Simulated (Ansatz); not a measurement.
Ligand exchange: C2H10OSi2 + KOH → CH8O2Si2 + CH3K

Species: C2H10OSi2 `CO[SiH](C)[SiH3]`, singlet; KOH `[OH][K]`, singlet; CH8O2Si2 `CO[SiH](O)[SiH3]`, singlet; CH3K `[CH3][K]`, singlet. The partners trade CH3 for OH: Si–CH3 and K–OH bonds give way to Si–OH and K–CH3.

Shapes, held fixed at every level: PBE0-D4/def2-TZVP. Flexible molecules stand in one conformer, not always the lowest. Programs: Ansatz 0.2.0. Electronic energies: no zero-point or thermal term.

| level | kind | ΔE (kJ/mol) | less CCSD(T)/def2-TZVPP |
| --- | --- | --- | --- |
| PBE-D4/def2-TZVPP | GGA | +48.9 | +2.9 |
| B3LYP-D4/def2-TZVPP | global hybrid | +48.9 | +2.9 |
| wB97X-V/def2-TZVPP | range-separated hybrid | +60.0 | +14.0 |
| B2PLYP/def2-TZVPP | double hybrid | +48.5 | +2.5 |
| MP2/def2-TZVPP | perturbation theory | +53.0 | +7.0 |
| CCSD/def2-TZVPP | coupled cluster or CI | +47.5 | +1.5 |
| CCSD(T)/def2-TZVPP | coupled cluster or CI | +46.0 | 0.0 |

The highest level, CCSD(T)/def2-TZVPP, gives ΔE = +46.0 kJ/mol; the levels span +46.0 to +60.0. The column of differences is taken from that level and isn't an error. No measured value is set beside it here. Outer-core shells of K are correlated, in sets that cover them unevenly.
